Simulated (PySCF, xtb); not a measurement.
In(F)(Cl)(vinyl) (C2H3ClFIn), SMILES C=[CH][In]([F])[Cl]. One conformer was computed; it need not be the lowest.

Harmonic wavenumbers (cm⁻¹) from GFN2-xTB in xtb 6.7.1 at its own minimum, in rising order: 43, 57, 93, 95, 233, 286, 339, 425, 434, 883, 925, 984, 1120, 1363, 1654, 3014, 3044, 3053.

Q: What does B3LYP-D3(BJ)/def2-SVP in PySCF give at its own minimum? (Estimate from the structure and the level; the computed values follow.)

A: 55, 70, 128, 132, 270, 359, 464, 513, 610, 988, 998, 1025, 1233, 1410, 1645, 3108, 3167, 3202. Paired by order, the mean absolute difference is 75 cm⁻¹ and the zero-point energies are 25.8 and 27.7 kcal/mol.
